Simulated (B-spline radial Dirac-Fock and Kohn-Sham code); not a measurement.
Magnetic form factor of the 4f shell of W¹⁷⁺

System: the W¹⁷⁺ ion, 1s2 2s2 2p6 3s2 3p6 3d10 4s2 4p6 4d10 4f11.

Input file task.json (cfg lists n, l and occupation; rrms is the nuclear radius in fm):

```json
{"items": [{
  "Z": 74,
  "q": 17,
  "cfg": [[1, 0, 2], [2, 0, 2], [2, 1, 6], [3, 0, 2], [3, 1, 6], [3, 2, 10], [4, 0, 2], [4, 1, 6], [4, 2, 10], [4, 3, 11]],
  "A": 184,
  "rrms": 5.3658,
  "do": ["scatter"],
  "s": [0.0, 0.05, 0.1, 0.15, 0.2, 0.25, 0.3, 0.35, 0.4, 0.45, 0.5, 0.6, 0.7, 0.8, 0.9, 1.0, 1.1, 1.2, 1.4, 1.6, 1.8, 2.0, 2.5, 3.0, 3.5, 4.0, 5.0, 6.0],
  "pz": [0, 0.1, 0.15, 0.21, 0.3, 0.44, 0.64, 0.93, 1.3, 2.0, 2.8, 4.1, 6.0, 8.6, 13.0, 18.0, 26.0, 38.0, 55.0, 80.0, 120.0],
  "hv_scatter": [2000, 5000, 8047.8, 10000, 17479.3, 20000, 50000, 1000000]
}]}
```

Launch: `python xray_run.py task.json out`

These are calculated numbers from an atomic code on a B-spline grid; the model is Dirac-Fock densities. ⟨j_K⟩ is the integral of the 4f radial density with the spherical Bessel function j_K(4πsr), s = sin θ/λ.

Hund's rules give S = 3/2, L = 6, J = 15/2 for 4f11, so g = 1.200, and the dipole approximation is F = ⟨j0⟩ + C₂⟨j2⟩ with C₂ = (2 − g)/g = 0.667.

```tsv
s (Å⁻¹)	⟨j0⟩	⟨j2⟩	⟨j4⟩	⟨j6⟩	F (dipole)
0	1.0000	0.0000	0.0000	0.0000	1.0000
0.05	0.9941	0.0023	0.0000	0.0000	0.9957
0.1	0.9767	0.0093	0.0000	0.0000	0.9829
0.15	0.9484	0.0204	0.0002	0.0000	0.9620
0.2	0.9102	0.0351	0.0006	0.0000	0.9336
0.25	0.8636	0.0527	0.0013	0.0000	0.8987
0.3	0.8100	0.0724	0.0026	0.0001	0.8582
0.35	0.7511	0.0931	0.0046	0.0002	0.8132
0.4	0.6888	0.1140	0.0073	0.0003	0.7648
0.45	0.6246	0.1343	0.0109	0.0006	0.7142
0.5	0.5602	0.1533	0.0154	0.0011	0.6624
0.6	0.4358	0.1851	0.0267	0.0026	0.5591
0.7	0.3237	0.2063	0.0404	0.0053	0.4612
0.8	0.2285	0.2165	0.0551	0.0092	0.3729
0.9	0.1518	0.2165	0.0696	0.0145	0.2961
1	0.0925	0.2084	0.0825	0.0208	0.2314
1.1	0.0486	0.1945	0.0930	0.0277	0.1783
1.2	0.0175	0.1770	0.1007	0.0348	0.1356
1.4	-0.0168	0.1382	0.1074	0.0480	0.0753
1.6	-0.0283	0.1017	0.1047	0.0580	0.0394
```

Radial moments of the shell: ⟨r²⟩ = 0.3202, ⟨r⁴⟩ = 0.1841, ⟨r⁶⟩ = 0.1686 in powers of bohr.
